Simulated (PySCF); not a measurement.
C8H10NP.
Bonds: N1–P2, P2–C3, C3–C4, C4–C5 (aromatic), C5–C6 (aromatic), C6–C7 (aromatic), C7–C8 (aromatic), C8–C9 (aromatic), C9–C10, P2–C10, C4–C9 (aromatic). Hydrogens: H11, H12 on N1; H13, H14 on C3; H15 on C5; H16 on C6; H17 on C7; H18 on C8; H19, H20 on C10.

NICS is the negative of the GIAO shielding at a point without a nucleus: at the ring centre (0) and 1 Å above and below it (1); zz is the component along the ring normal. Level: GIAO B97-2/pcSseg-1 (PySCF, non-relativistic, gas phase) on the PBE0-D3(BJ)/def2-SVP geometry, one conformer.

Rings: 1. P2–C3–C4–C9–C10; 2. C4–C5–C6–C7–C8–C9.

```tsv
set	NICS(0)	NICS(1), two faces	NICS(1)zz, two faces
P	-8.3	-10.7 / -11.1	-26.6 / -27.2
Q	-0.3	-2.1 / -3.0	-1.0 / -0.2
```

Question: Which set (ppm) belongs to which ring?

Answer: P = 2, Q = 1.
- 1 (5-membered ring with P; formal bonds 1 aromatic, 4 single): mean NICS(1)zz -0.6 ppm, near zero. C3, C10 have four or more neighbours, and the NICS criterion for π rings isn't applied.
- 2 (6-membered carbocycle; formal bonds all aromatic): mean NICS(1)zz -26.9 ppm, shielded. The ring is flat and has no four-coordinate atom; by the NICS criterion it is aromatic, though in fused rings the probe also feels the neighbouring ring.

Question: How do the rings differ in shape?

Answer: 
```csv
ring,bond lengths (Å),rms pucker (Å),HOMA,nearest outside atom to a NICS(1) probe (Å)
1,"1.880, 1.505, 1.406, 1.506, 1.867",0.16,–,hydrogen 1.48
2,"1.395, 1.395, 1.395, 1.395, 1.395, 1.406",0.00,0.97,hydrogen 2.68
```

HOMA = 1 − mean of α(R − Ropt)² over the ring bonds, with Krygowski's 1993 parameters (CC: Ropt 1.388 Å, α 257.7 Å⁻²). A dash marks a ring with a four-coordinate atom, a triple bond, no multiple bond or a kind of bond without parameters.
